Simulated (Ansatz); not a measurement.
Input for Ansatz (development build ahead of 0.2.0):

```yaml
crystal:
  periodic: [false, false, false]
  atoms:
    - { symbol: H, position_ang: [1.71, 0.0, 0.333] }
    - { symbol: H, position_ang: [0.855, 1.4809, 0.333] }
    - { symbol: H, position_ang: [-0.855, 1.4809, 0.333] }
    - { symbol: H, position_ang: [-1.71, 0.0, 0.333] }
    - { symbol: H, position_ang: [-0.855, -1.4809, 0.333] }
    - { symbol: H, position_ang: [0.855, -1.4809, 0.333] }
    - { symbol: H, position_ang: [1.71, 0.0, -0.333] }
    - { symbol: H, position_ang: [0.855, 1.4809, -0.333] }
    - { symbol: H, position_ang: [-0.855, 1.4809, -0.333] }
    - { symbol: H, position_ang: [-1.71, 0.0, -0.333] }
    - { symbol: H, position_ang: [-0.855, -1.4809, -0.333] }
    - { symbol: H, position_ang: [0.855, -1.4809, -0.333] }
basis:
  gaussian: { orbitals: "6-31G" }
hamiltonian:
  xc: hf
correlation:
  method: mp2
  frozen_orbitals: { H: 0 }
output:
  forces: true
```

The input is written out in the form of the current development build from the run's settings.

Output:

```yaml
Converged: yes
Reference_energy: -6.55600 hartree
Correlation_energy: -0.10841 hartree
Total_energy: -6.66441 hartree
```

Forces (eV/Å):
| atom | Fx | Fy | Fz |
| --- | --- | --- | --- |
| H1 | 1.302 | 0.000 | 2.458 |
| H2 | 0.651 | 1.128 | 2.458 |
| H3 | -0.651 | 1.128 | 2.458 |
| H4 | -1.302 | 0.000 | 2.458 |
| H5 | -0.651 | -1.128 | 2.458 |
| H6 | 0.651 | -1.128 | 2.458 |
| H7 | 1.302 | 0.000 | -2.458 |
| H8 | 0.651 | 1.128 | -2.458 |
| H9 | -0.651 | 1.128 | -2.458 |
| H10 | -1.302 | 0.000 | -2.458 |
| H11 | -0.651 | -1.128 | -2.458 |
| H12 | 0.651 | -1.128 | -2.458 |

Caution: no unrestricted run beside it, a lower state can exist.
